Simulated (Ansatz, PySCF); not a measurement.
The pair A = NH3 (SMILES N) (first 4 atoms), B = CH4S (SMILES CS); geometry from B3LYP-D3(BJ)/def2-TZVP.
(charge 0, multiplicity 1):
```tsv
atom	x (Å)	y (Å)	z (Å)
N	-0.1745	0.0328	0.7472
H	-0.1468	0.9539	0.3249
H	0.6587	-0.4635	0.4528
H	-0.9752	-0.4567	0.3645
C	0.6242	-0.9666	4.6857
S	-0.5074	0.4030	4.2775
H	1.6277	-0.7748	4.3098
H	0.6645	-1.0299	5.7719
H	0.2556	-1.9131	4.2942
H	-0.4037	0.2937	2.9332
```

Cores are frozen in the correlated methods. CBS: X⁻³ extrapolation of the correlation energy, Hartree–Fock from the larger set. MP2 and its Hartree–Fock in aug-cc-pV(T+d)Z are density fitted.

Programs: Ansatz (a first-principles code) with Gaussian orbitals; PySCF for the dispersion terms. Values without a source in brackets are computed.

The monomers are drawn apart, rigid, along the line of their centres of mass. Counterpoise-corrected interaction energies (kcal/mol):

| level | R = 4.588 Å | R = 5.473 Å |
|---|---|---|
| PBE/def2-TZVPPD | -1.6318 | -0.6716 |
| PBE-D3(BJ)/def2-TZVPPD | -1.9544 | -0.7918 |
| wB97M-V/def2-TZVPPD | -1.6756 | -0.7151 |
| MP2/CBS(aug-cc-pV(D+d)Z, aug-cc-pV(T+d)Z) + ΔCCSD(T)/aug-cc-pV(D+d)Z | -1.7039 | -0.7164 |

Task: R is the distance of the centres of mass. Find the local exponent m of E ∝ R⁻ᵐ between the two points.

Result: 
m = ln(E₁/E₂)/ln(R₂/R₁): PBE/def2-TZVPPD 5.0; PBE-D3(BJ)/def2-TZVPPD 5.1; wB97M-V/def2-TZVPPD 4.8; MP2/CBS(aug-cc-pV(D+d)Z, aug-cc-pV(T+d)Z) + ΔCCSD(T)/aug-cc-pV(D+d)Z 4.9. For scale, two fixed dipoles give m = 3, dipole and quadrupole 4, quadrupoles 5, and dispersion or dipole-induced dipole 6 at long range; at these distances several terms mix, and what is left of overlap and damping shifts m, so it need not match one of them.
